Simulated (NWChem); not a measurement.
Species: AlBr2, doublet; SMILES [Br][Al][Br]

```xyz
3

Al     0.0000     0.0000     0.0000
Br     0.0000    -2.3262     0.0000
Br     0.0000     2.3262     0.0000
```
Atoms are numbered in this order, from 1.

This is a stationary point of PBE0/def2-SVP, spin-unrestricted (NWChem), point group D*h. This build's default masses of Se (78.918 u) and Br (79.917 u) are each other's, which moves their modes by up to 0.6 %. This spin state was assumed; another may lie lower.

Question: Is it a minimum? If not, what does it relax to?

Answer: No. It has an imaginary frequency of 196i cm⁻¹. Following that mode (on a finer grid) lowers the energy by 15.7 kcal/mol and ends, with real frequencies alone, at point group C2v:
```xyz
3

Al     0.6562     0.0000    -0.5195
Br    -0.2352    -1.9643     0.1862
Br    -0.2352     1.9643     0.1862
```
